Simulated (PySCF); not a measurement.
CH5AlS2, SMILES [SH][Al]([CH3])[SH]. Heavy atoms are numbered as in [Al:1]([CH3:2])([SH:6])[SH:8]. Hydrogens are named by the atom that carries them.

Geometry optimised at B3LYP-D3(BJ)/def2-SVP. The structure was generated by enumeration; whether it is a known compound was not checked. The values are those of a single conformer.

All values below come from PBE/pcSseg-1 run with PySCF.

GIAO shieldings, no solvent; atoms alike by connectivity are averaged. δ = σ(ref) − σ: ¹³C against TMS (σ = 182.0 ppm); ¹H against TMS (σ = 31.49 ppm); ³³S against H2S (σ = 706.5 ppm), references at their B3LYP-D3(BJ)/def2-TZVP geometries, non-relativistic.

Problem. Estimate the chemical shifts. (An estimate is asked for; the answer gives what the named calculation found.)

Solution. 
```csv
nucleus,atoms,count,δ (ppm)
¹³C,C2 (CH3),1,-7.7
¹H,H on S6,2,1.04
¹H,H on C2,3,0.28
³³S,S6 (SH),2,62.4
```
